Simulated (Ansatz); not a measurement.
Input (FCI/cc-pVDZ; Ansatz, an electronic-structure program):

Ansatz 0.2 input:
```yaml
crystal:
  periodic: [false, false, false]
  atoms:
    - {symbol: Br, position_ang: [-0.00000000, -0.00000000, -0.03957855]}
    - {symbol: H, position_ang: [0.00000000, 0.00000000, 1.38524928]}
basis:
  gaussian:
    orbitals: cc-pVDZ
magnetization: {spin_polarized: false}
correlation: {method: fci, electrons: outside_noble_gas}
```

Output:

```
Functional definition: HF
integrals: 0.01 GiB planned
583 factors; integrals over basis functions are off by at most 1.8e-7 eV
mean field: 0.10 GiB planned
mean field evaluation 1: about -70013.6961 eV, gradient 9.5e0 eV
mean field evaluation 2: about -70013.6986 eV, gradient 9.6e0 eV
mean field evaluation 4: about -70014.0809 eV, gradient 8.0e-1 eV
mean field evaluation 8: about -70014.0848 eV, gradient 2.6e-4 eV
mean field -70014.08482690 eV, -2572.9701601374 hartree, gradient 2.5e-6 eV, S^2 0.000000; 0 other end points of the search recorded, 0 dependent functions left out
14 core orbitals not correlated
reference -70014.08482690 eV, -2572.9701601374 hartree; 4, 4 occupied and 14, 14 virtual orbitals, 583 factors
configuration interaction: 0.86 GiB planned
state -70017.98989180 eV, -2573.1136686255 hartree
Total energy: -70017.98989180 eV, -2573.1136686255 hartree
```
